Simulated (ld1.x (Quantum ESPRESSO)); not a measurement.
Configuration tests for copper (Cu) (PAW)

| Property | Result |
| --- | --- |
| Element | copper (Cu) |
| Generator | ld1.x (Quantum ESPRESSO) 7.5 |
| Type | PAW |
| Functional | LDA (PZ) |
| Relativity | non-relativistic |
| Frozen core | [Ne] |
| Valence charge | 19 |
| Reference configuration | 3s2 3p6 3d10 4s0 4p1 |
| Partial waves | 3s (bound): rcut 0.95, rcutus 1.00 bohr; 4s (bound, empty): rcut 0.95, rcutus 1.00 bohr; 3p (bound): rcut 1.20, rcutus 1.60 bohr; 4p (bound): rcut 1.20, rcutus 1.60 bohr; 3d (bound): rcut 0.70, rcutus 0.90 bohr; 3d channel at 0.25 Ry: rcut 0.70, rcutus 0.90 bohr |
| Local potential | all-electron potential smoothed inside 1.35 bohr (lloc = -1) |
| Core correction | Bessel-smoothed model core inside 0.70 bohr |
| Augmentation charge | PSQ, inside the norm-conserving radii |

Energies are relative to the spin-unpolarised reference configuration 3s2 3p6 3d10 4s0 4p1; without spin polarisation the order of configurations can differ from experiment. Spin-polarised rows fill each open shell by Hund’s rule, majority spin first. Not all tests gave a result: 1 of 9 tests not solved or not reliable. Left out of the table: 3s2 3p6 3d7 4s0 4p0 (solver errors, printed error -3204 eV).

(1) Give the all-electron excitation energy and the error of the potential for: 3s2 3p6 3d10 4s1 4p0; 3s2 3p6 3d10 4s0 4p0; 3s2 3p6 3d9 4s0 4p0; 3s2 3p6 3d10 4s0.5 4p0; 3s2 3p6 3d9 4s1 4p1; 3s1 3p6 3d10 4s1 4p0; 3s2 3p6 3d10 4s0 4p1 (spin-polarised); 3s2 3p6 3d10 4s1 4p0 (spin-polarised).

Levels in the configuration 3s2 3p6 3d10 4s0 4p0:

| level | all-electron (eV) | pseudo (eV) |
| --- | --- | --- |
| 3s | -119.017 | -119.017 |
| 3p | -79.632 | -79.632 |
| 3d | -14.099 | -14.099 |

Results:

(1)

```csv
valence configuration,charge,ΔE all-electron (eV),error AE − PS (meV)
3s2 3p6 3d10 4s1 4p0,0,-4.061,0.0
3s2 3p6 3d10 4s0 4p0,+1,4.130,+0.2
3s2 3p6 3d9 4s0 4p0,+2,25.968,+0.5
3s2 3p6 3d10 4s0.5 4p0,+0.5,-0.863,+0.2
3s2 3p6 3d9 4s1 4p1,0,3.115,-0.2
3s1 3p6 3d10 4s1 4p0,+1,113.971,-6.4
3s2 3p6 3d10 4s0 4p1 (spin-polarised),0,-0.138,0.0
3s2 3p6 3d10 4s1 4p0 (spin-polarised),0,-4.244,+0.1
```
